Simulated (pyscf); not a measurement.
cyclic C₃H₃O- (SMILES [O-]C1=CC1) → cyclic C₃H₃O- (SMILES [CH-]=C1CO1) (group migration; singlet surface; C–C broken, C–O formed). Optimised with ωB97X-D3(BJ)/def2-SVPD in PySCF. MP2 and CC: frozen core, UHF for open shells. ΔMP2 is the change of the MP2 total energy from the triple- to the quadruple-zeta basis. Energies in eV from the reactant's lowest minimum found.

```tsv
level	barrier	reaction energy
r²SCAN/def2-TZVPD	2.83	+1.71
B3LYP-D3(BJ)/def2-TZVPD	2.82	+1.69
M06-2X/def2-TZVPD	3.43	+1.70
HF/def2-TZVPD	[?]	+1.64
MP2/def2-QZVPPD	2.99	+1.73
CCSD/def2-TZVPPD	3.05	+1.58
CCSD(T)/def2-TZVPPD + ΔMP2(QZVPPD)	[?]	[?]
```

Task: Fill in the missing entries.

Result: 
- HF/def2-TZVPD, barrier: 3.66
- CCSD(T)/def2-TZVPPD + ΔMP2(QZVPPD), barrier: 2.73
- CCSD(T)/def2-TZVPPD + ΔMP2(QZVPPD), reaction energy: +1.59

cyclic C₃H₃O- (SMILES [CH-]=C1CO1) lies 1.74 eV over its isomer HC⁻=CH–CH=O, and others may lie lower still (electronic energy, ωB97M-D3(BJ)). One saddle was located; it need not be the lowest between these sides. One closed-shell reference is unstable to symmetry breaking; treat the single-reference values with care. The CCSD(T) − MP2 part came from Ansatz, without density fitting, on the same reference. The largest closed-shell T1 diagnostic is 0.039, which may signal static correlation.
